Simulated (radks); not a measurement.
Values are calculated unless marked as measured or tabulated.
The iodine ion I25+, 28 electrons, occupied as [Ar] 3d10.

Code: a radial shooting solver on a logarithmic mesh with Libxc functionals. Model: scalar-relativistic Kohn-Sham, LDA (Slater exchange, VWN5 correlation), spin-polarised, spherical densities, finite nucleus; Fermi nuclear charge, rms radius 4.75 fm.

Energy parts (eV):
part                       energy
total                 -185359.202
kinetic                194838.752
electron-nucleus      -424414.410
Hartree                 48244.643
exchange-correlation    -4028.187

Orbitals (lengths in bohr, moments of r in powers of bohr; r(90%) holds 90 % of the orbital's charge):
orbital  occ.  eigenvalue (eV)      <r^4>  r(90%)  <1/r>      <r>
1s          2        -33767.08  2.648e-06  0.0490  56.78  0.02724
2s          2        -5890.232  0.0004472   0.181  13.04   0.1171
2p          6        -5375.065  0.0003219   0.166  12.48   0.1023
3s          2        -1778.922    0.01783   0.453  4.751   0.3092
3p          6        -1611.320    0.01822   0.457  4.533   0.3056
3d         10        -1364.385    0.01483   0.436  4.310   0.2794

The highest occupied level is 3d at -1364.4 eV. Summed over all electrons, <r^2> = 1.894 bohr^2, which gives a Langevin (diamagnetic) susceptibility term of -1.5 x 10^-6 cm^3/mol.
